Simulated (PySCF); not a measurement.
Compound: C8H12.
Z-matrix (Å and degrees, GFN2-xTB geometry), rows numbered from 1:
```
C 
C   1  1.5297
C   2  1.5334  1  109.50
C   2  1.5115  1  112.31  3  -121.89
C   4  1.3259  2  112.91  1  -127.34
C   5  1.4804  4  111.33  2     3.90
C   6  1.5065  5  113.78  4    62.96
C   7  1.4970  6   60.29  5   -94.11
H   1  1.0868  2  110.88  3   176.86
H   1  1.0879  2  110.30  3    56.77
H   1  1.0880  2  110.10  3   -63.04
H   3  1.0876  2  110.13  1   177.75
H   3  1.0877  2  110.42  1   -62.44
H   3  1.0882  2  110.47  1    57.61
H   4  1.0765  2  120.89  1    54.09
H   5  1.0769  4  126.42  2  -177.50
H   6  1.0799  5  119.78  4  -145.50
H   7  1.0800  6  117.79  8  -107.31
H   7  1.0791  6  117.91  8   109.75
H   8  1.0802  2  117.31  1   -91.10
```

Probes without a nucleus sit at each ring's centroid and 1 Å off its mean plane on both sides; NICS is minus the shielding there, NICSzz its component along the normal. Level: GIAO PBE0/pcSseg-1 (PySCF, non-relativistic, gas phase) on the GFN2-xTB geometry, one conformer.

Ring bond lengths (Å), with Mayer bond orders in brackets: C2–C4 1.511 (0.98), C4–C5 1.326 (1.85), C5–C6 1.480 (1.02), C6–C8 1.508 (0.93), C8–C2 1.527 (0.96); C6–C7 1.506 (0.92), C7–C8 1.497 (0.95), C8–C6 1.508 (0.93).

Question: What do the NICS probes read (ppm)?

Answer: 
| ring | type | NICS(0) | NICS(1), two faces | NICS(1)zz, two faces | rms pucker (Å) | centre to ring atoms, mean (Å) |
| --- | --- | --- | --- | --- | --- | --- |
| C2–C4–C5–C6–C8 | 5-membered carbocycle; formal bonds 1 double, 4 single | -6.0 | -6.6 / -2.6 | -3.2 / -2.5 | 0.03 | 1.25 |
| C6–C7–C8 | 3-membered carbocycle; formal bonds all single | -42.4 | -8.1 / -8.9 | -20.0 / -23.9 | 0.00 | 0.87 |

Question: What can be read from them?

Answer: 
- C2–C4–C5–C6–C8: mean NICS(1)zz -2.8 ppm, near zero. C2, C6, C8 have four or more neighbours; no verdict on aromaticity is drawn.
- C6–C7–C8: mean NICS(1)zz -21.9 ppm, shielded. C6, C7, C8 have four or more neighbours, and the NICS criterion for π rings isn't applied. The two faces differ by 3.9 ppm, so no symmetry operation interchanges them. NICS(0) lies 34 ppm below the mean NICS(1).

Question: What field does 1 T along the ring normal induce along that normal at the first NICS(1) probe listed for ring C6–C7–C8, 1 Å off the ring?

Answer: NICSzz × B0 = -20.0 ppm × 1 T = -20 μT, against the applied field.

Question: What are the shieldings of the ring atoms and their hydrogens in the same run (means over atoms taken as equivalent)?

Answer: 
```
atoms                    environment  σ isotropic (ppm)
   C2                 allylic carbon              137.8
   C4               alkene CH carbon               39.9
   C5               alkene CH carbon               45.2
   C6  sp3 carbon at a ring junction              159.5
   C7     three-membered-ring carbon              168.5
   C8  sp3 carbon at a ring junction              157.7
  H15               vinylic hydrogen              26.36
  H16               vinylic hydrogen              25.62
  H17               methine hydrogen              29.88
  H18             methylene hydrogen              31.00
  H19             methylene hydrogen              31.77
  H20               methine hydrogen              30.45
```

Time: 25 s of wall time; peak memory 0.87 GiB. Hardware: Arm Neoverse V2, one thread, no GPU, shared host with 96 logical CPUs at a one-minute load of 27. This is the whole shielding run at PBE0/pcSseg-1, SCF included.
